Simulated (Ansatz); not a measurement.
`[AlH2][NH][SiH2]O[SiH3]` + `CC[SiH3]` → `[SiH3]O[SiH2][SiH3]` + `CC[NH][AlH2]`  (redistribution)

Program: Ansatz. Geometries: PBE0-D4/def2-TZVP. ΔE: electronic, gas phase. CCSD(T)/CBS is the MP2 limit (def2-TZVPP, def2-QZVPP) plus CCSD(T) − MP2 in def2-TZVPP, frozen cores. Functionals use def2-TZVPP. Each species was taken in one conformer, which may not be the lowest.

`[AlH2][NH][SiH2]O[SiH3]`:

Z-matrix (Å, degrees):
```
Si
N 1 1.715
O 1 1.637 2 113.3
H 1 1.487 2 109.9 3 -120.2
H 1 1.481 2 107.5 3 118.0
Al 2 1.786 1 128.6 3 -99.0
H 2 1.012 1 114.9 3 80.0
Si 3 1.631 1 147.1 2 -83.9
H 6 1.583 2 117.6 1 179.9
H 6 1.580 2 117.8 1 -0.4
H 8 1.486 3 109.9 1 94.3
H 8 1.488 3 110.5 1 -25.8
H 8 1.484 3 109.0 1 -146.0
```

`CC[SiH3]`:

Z-matrix (Å, degrees):
```
C
C 1 1.526
H 1 1.093 2 111.4
H 1 1.093 2 111.6 3 120.1
H 1 1.093 2 111.4 3 -119.8
Si 2 1.876 1 113.4 3 59.9
H 2 1.095 1 110.5 3 -178.6
H 2 1.095 1 110.5 3 -61.7
H 6 1.489 2 110.4 1 -59.6
H 6 1.489 2 110.4 1 59.7
H 6 1.489 2 111.1 1 -180.0
```

`[SiH3]O[SiH2][SiH3]`:

Z-matrix (Å, degrees):
```
Si
O 1 1.634
H 1 1.489 2 109.8
H 1 1.484 2 109.3 3 120.0
H 1 1.484 2 109.4 3 -120.0
Si 2 1.640 1 145.7 3 1.8
Si 6 2.347 2 111.8 1 -2.1
H 6 1.488 2 108.6 1 -123.4
H 6 1.488 2 108.8 1 119.2
H 7 1.488 6 111.0 2 60.7
H 7 1.489 6 108.8 2 -179.8
H 7 1.488 6 111.0 2 -60.2
```

`CC[NH][AlH2]`:

Cartesian coordinates in Å:
```
C 1.540 0.340 -0.690
C 0.549 -0.606 -0.033
N -0.831 -0.201 -0.212
Al -2.010 0.265 1.020
H 2.568 -0.002 -0.540
H 1.445 1.346 -0.276
H 1.363 0.403 -1.767
H 0.708 -1.621 -0.421
H 0.753 -0.658 1.042
H -1.090 -0.180 -1.188
H -3.458 0.682 0.532
H -1.537 0.232 2.533
```

```tsv
level	ΔE (kcal/mol)
LDA (SPW92)	29.1
revPBE-D4	29.1
r2SCAN-D4	33.3
BHLYP-D4	35.0
PBE	29.0
PBE0	31.2
r2SCANh	33.8
MP2/CBS(def2)	37.7
```

Q: What does CCSD(T)/CBS give? (Estimate.)

A: Ansatz gave: +34.9 kcal/mol. The listed levels differ from it by -5.8, -5.8, -1.6, 0.1, -5.9, -3.7, -1.1, 2.8 kcal/mol.

Largest T1 diagnostic among the species: 0.012.

At CCSD(T), def2-SVP lies −4.8 kcal/mol from the extrapolated value and def2-TZVPP −0.4 kcal/mol. From BLYP to BHLYP (50 % exact exchange), in def2-TZVPP and without D4, ΔE moves by +3.8 kcal/mol. Leaving LDA and LC-ωPBE aside and taking each functional with its dispersion term where it has one, the values, not all of them listed here, spread over 6.5 kcal/mol, from PBE-D4 to ωB97M-V.
